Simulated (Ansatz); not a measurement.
Mean bond length (Å) of eight silicon and germanium compounds: PBE-D3(BJ) beside B3LYP-D3(BJ), computed with Ansatz (a quantum-chemistry and plane-wave program) for isolated molecules in the bases named; differences from unrounded values. The eight are the first of their class met in an unordered collection, after screening for sound electronic states; none was chosen by its value. Each level has its own optimised geometry.

| molecule | basis | B3LYP-D3(BJ) | PBE-D3(BJ) | difference |
|---|---|---|---|---|
| H₂OSi, SMILES O=[SiH2] | def2-TZVP | 1.494 | 1.510 | 0.017 |
| CF₆Si, SMILES FC([Si](F)(F)F)(F)F | def2-SVP | 1.533 | 1.544 | 0.011 |
| methyl(silylsulfanyl)silane (CH8SSi2), SMILES [SiH3]S[SiH2]C | def2-SVP | 1.542 | 1.552 | 0.009 |
| Si(H)2(OH)(iPr) (C3H10OSi), SMILES CC(C)[SiH2]O | def2-SVP | 1.308 | 1.316 | 0.008 |
| C₃H₁₀OSi, SMILES [SiH3]C(C)(C)O | def2-SVP | 1.320 | 1.328 | 0.008 |
| Si(F)(Cl)(Et)(OH) (C2H6ClFOSi), SMILES CC[Si](O)(F)Cl | def2-SVP | 1.382 | 1.390 | 0.008 |
| C2H6ClFSi2, SMILES F[SiH2]/C=C(/[SiH3])Cl | def2-SVP | 1.549 | 1.559 | 0.010 |
| CH8FNOSi2, SMILES F[Si@@H]([Si@@H](N)C)O | def2-SVP | 1.428 | 1.438 | 0.010 |

PBE-D3(BJ) lies below B3LYP-D3(BJ) in 0 and above it in 8 of the eight; the mean signed difference is 0.010 and the largest 0.017 Å.
